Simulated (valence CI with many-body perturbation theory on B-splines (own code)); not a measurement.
The numbers below are computed, except where a source is named.
**Lu39+: what each term of the Hamiltonian does**

Method: configuration interaction combined with many-body perturbation theory (CI+MBPT): four valence electrons over a frozen Dirac-Fock core [Ar] 3d10, a basis of 11 s, 11 p, 9 d, 7 f, 5 g, 2 h, 1 i functions for each j, with the one-electron correlation potential Σ1, the two-electron term Σ2, the three-electron term Σ3, Breit, model QED; selected CI, second order for the rest (own B-spline code, finite nucleus).

No measured spectrum was set against this ion. As an estimate, large intervals hold to a few tenths of a per cent, small ones and those within an open d or f shell to about a per cent.

Each rung adds one term. CI alone is the Dirac-Coulomb CI over the frozen core; QED comes last and gives the full result, which names the levels. Energies are above (4s^2 4p1/2^2) J=0 on the same rung, in cm⁻¹.

Levels are named by their leading jj configuration (3d3/2^4 stands for four electrons in 3d with j = 3/2), which in mixed levels can hold well under half, so a name can repeat and another be missing. Letters in brackets count levels of one name in rising energy.

```tsv
Level	CI alone
(4s^2 4p1/2 4p3/2) J=1	588426
(4s^2 4p1/2 4p3/2) J=2	621726
(4s^2 4p3/2^2) J=2	1234770
(4s^2 4p3/2^2) J=0	1306320
(4s 4p1/2^2 4p3/2) J=2	1304340
(4s 4p1/2^2 4p3/2) J=1	1419960
(4s^2 4p1/2 4d3/2) J=2	1744450
(4s 4p1/2 4p3/2^2) J=2 [a]	1834640
(4s^2 4p1/2 4d3/2) J=1	1886980
(4s 4p1/2 4p3/2^2) J=3	1892510
(4s^2 4p1/2 4d5/2) J=2	1991530
(4s 4p1/2 4p3/2^2) J=0	1986930
(4s^2 4p1/2 4d5/2) J=3	2002500
(4s 4p1/2 4p3/2^2) J=1 [a]	2042300
(4s 4p1/2 4p3/2^2) J=2 [b]	2070880
(4s 4p1/2 4p3/2^2) J=1 [b]	2082410
```

Task: What do these energies become with core correlation, Breit and QED?

Result: (4s^2 4p1/2 4p3/2) J=1 585435 (-2991); (4s^2 4p1/2 4p3/2) J=2 617878 (-3848); (4s^2 4p3/2^2) J=2 1227820 (-6948); (4s^2 4p3/2^2) J=0 1298450 (-7876); (4s 4p1/2^2 4p3/2) J=2 1299420 (-4918); (4s 4p1/2^2 4p3/2) J=1 1410640 (-9324); (4s^2 4p1/2 4d3/2) J=2 1734750 (-9700); (4s 4p1/2 4p3/2^2) J=2 [a] 1828010 (-6632); (4s^2 4p1/2 4d3/2) J=1 1869450 (-17534); (4s 4p1/2 4p3/2^2) J=3 1882950 (-9553); (4s^2 4p1/2 4d5/2) J=2 1975160 (-16368); (4s 4p1/2 4p3/2^2) J=0 1977570 (-9362); (4s^2 4p1/2 4d5/2) J=3 1987390 (-15107); (4s 4p1/2 4p3/2^2) J=1 [a] 2029600 (-12701); (4s 4p1/2 4p3/2^2) J=2 [b] 2054630 (-16244); (4s 4p1/2 4p3/2^2) J=1 [b] 2064800 (-17605).

Task: How does the ionisation energy move along the ladder, and which term matters most?

Result: CI alone 1877.4, + Σ1 1879.2, + Σ2 1879.4, + Σ3 1879.3, + Breit 1877.0, + QED 1877.1 eV. The largest step is Breit, -2.2 eV. NIST lists 1875 ± 4 eV (theoretical).
